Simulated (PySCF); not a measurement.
A calculated (UHF, PySCF 2.14, x2c-TZVPPall with one added diffuse shell each of s, p, d, f type, the spin-free X2C one-electron Hamiltonian (Gaussian nucleus)) atom or ion has these occupied shells.

```
shell  electrons  orbital energy (eV)  rms radius, mean of both spins (bohr)
   1s          2             -81173.3                                 0.0190
   2s          2             -14479.2                                 0.0768
   2p          6             -12569.5                                 0.0705
   3s          2              -3492.5                                  0.196
   3p          6              -2927.2                                  0.198
   3d         10              -2295.4                                  0.182
   4s          2              -801.27                                  0.432
   4p          6              -611.92                                  0.460
   4d         10              -374.77                                  0.492
   5s          2              -135.79                                   1.00
   4f         14              -111.81                                  0.545
   5p          6              -83.283                                   1.15
   5d         10              -20.854                                   1.69
```

(1) Name the element and its charge.

## Answers

(1) Au⁺ (gold, charge +1), in [Xe] 4f14 5d10, closed-shell 1S.
